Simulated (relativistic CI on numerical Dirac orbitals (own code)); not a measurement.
# Pb48+: computed level list

Computed by Dirac-Coulomb-Breit CI, KLI orbitals optimised for each configuration, model QED, unscaled Slater integrals (own radial code, finite nucleus).

Configuration list (outside the closed core [Ar] 3d10): 4s2 4p4, 4s 4p5, 4s2 4p3 4d, 4p6, 4s2 4p3 4f, 4s 4p4 4d, 4s 4p4 4f, 4p5 4d, 4s2 4p2 4d 4f, 4s 4p3 4d2, 4p5 4f, 4p4 4d2, 4p3 4d3, 4p3 4d2 4f. Double excitations out of closed p, d and f shells are left out; levels of such configurations are missing from the list, as are those of other unlisted configurations, and high levels can miss mixing partners.

The lowest level is 4s2 4p4 3P_2, with 69 % of that term; Hund's rules for 4s2 4p4 give 3P with J = 2, in agreement.

```
No.  Configuration  Term  J  E (10³ cm⁻¹)   %  Next component (%)  Lifetime (s)
  1        4s2 4p4    3P  2           0.0  69               31 1D              
  2        4s2 4p4    1S  0          95.3  63               36 3P      7.08e-02
  3        4s2 4p4    3P  1        1302.4  99                          2.20e-08
  4        4s2 4p4    1D  2        1345.2  68               31 3P      4.33e-08
  5     4s2 4p3 4d   3D°  2        1455.6  31              30 3F°      5.71e-11
  6     4s2 4p3 4d   3P°  0        1482.6  61              27 5D°      1.87e-06
  7     4s2 4p3 4d   3D°  1        1489.0  32              28 3P°      2.36e-11
  8     4s2 4p3 4d   3F°  3        1494.3  28              20 3G°      5.59e-10
  9     4s2 4p3 4d   3F°  4        1751.2  49              27 5D°      4.66e-06
 10     4s2 4p3 4d   3D°  2        1779.3  33              29 3P°      5.12e-12
 11     4s2 4p3 4d   3D°  3        1890.6  40              20 1F°      1.26e-12
 12     4s2 4p3 4d   3D°  1        1923.4  36              30 3P°      1.97e-12
 13         4s 4p5   3P°  2        2292.4  89    4 4s2 4p3 4d 3D°      1.37e-12
 14         4s 4p5   1P°  1        2410.7  49              35 3P°      8.20e-13
 15        4s2 4p4    3P  0        2685.4  63               36 1S      6.87e-09
 16     4s2 4p3 4d   3D°  1        2711.0  46              41 5D°      8.06e-12
 17     4s2 4p3 4d   3F°  2        2711.4  44              29 5D°      7.78e-11
 18     4s2 4p3 4d   5D°  0        2715.0  52              27 1S°      3.30e-11
 19     4s2 4p3 4d   3F°  3        2748.5  32              31 3G°      2.82e-11
 20     4s2 4p3 4d   3G°  4        2788.7  50              36 1G°      1.23e-07
 21     4s2 4p3 4d   3F°  2        2849.2  66              23 1D°      5.77e-12
 22     4s2 4p3 4d   3D°  3        2931.6  47              22 1F°      3.09e-13
 23     4s2 4p3 4d   3P°  2        2943.9  36              26 3D°      2.62e-13
 24     4s2 4p3 4d   3S°  1        2956.0  37              29 3P°      2.34e-13
 25     4s2 4p3 4d   3D°  3        2990.0  51              23 3F°      6.07e-12
 26     4s2 4p3 4d   5D°  4        2993.0  52              22 3G°      2.83e-08
 27     4s2 4p3 4d   3D°  1        3033.8  43              33 1P°      2.78e-13
 28     4s2 4p3 4d   3F°  4        3047.9  69              28 1G°      1.13e-07
 29     4s2 4p3 4d   3D°  1        3059.5  39              28 1P°      2.20e-12
 30     4s2 4p3 4d   1S°  0        3061.3  49              45 3P°      9.00e-12
```

Energies count from the lowest computed level; ° marks odd parity; lifetimes are radiative, by E1, M1, E2, M2, E3 decay to levels of this space only.

The mean weight of the leading LS term, summed over parents, in these 30 levels is 51 %, and that of the leading jj configuration (from the same eigenvectors) 95 %, so jj coupling describes them better and the LS labels are nominal.

At this charge energies of transitions that change n are usually good to better than 1 %, and those within a shell (Δn = 0) to a few per cent.

LS names give the leading component of a level, which can be under half, so a name can repeat, a term be missing and a line seem to break the LS rules.
